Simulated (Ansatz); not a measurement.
Mulliken charges of ClGaGeH4, SMILES `[Cl][GaH][GeH3]` from ωB97M-V/def2-TZVPP in Ansatz (PBE0-D4/def2-TZVP geometry).

```csv
atom,x (Å),y (Å),z (Å),charge (e)
Cl1,-2.162,-1.406,1.318,-0.276
Ga2,-0.748,-1.089,-0.282,0.414
Ge3,0.707,0.838,0.037,-0.211
H4,-0.854,-2.142,-1.434,-0.019
H5,-0.141,2.119,0.102,0.033
H6,1.471,0.697,1.363,0.033
H7,1.726,0.984,-1.105,0.026
```

Task: By hand: the dipole of these point charges (1 e Å = 4.8032 D).

Result: Σ q r = (0.243, -0.080, -0.441) e Å, of length 0.510 e Å = 2.45 D.

Task: How does the dipole of the full density compare? (Estimate.)

Result: Computed: (0.292, 0.097, -0.289) e Å, 2.03 D; the point charges give 1.21 times that, at 28° from its direction.

Point charges leave out the atoms' own dipoles, such as those of lone pairs, and Mulliken's split depends on the basis, so the two needn't agree.
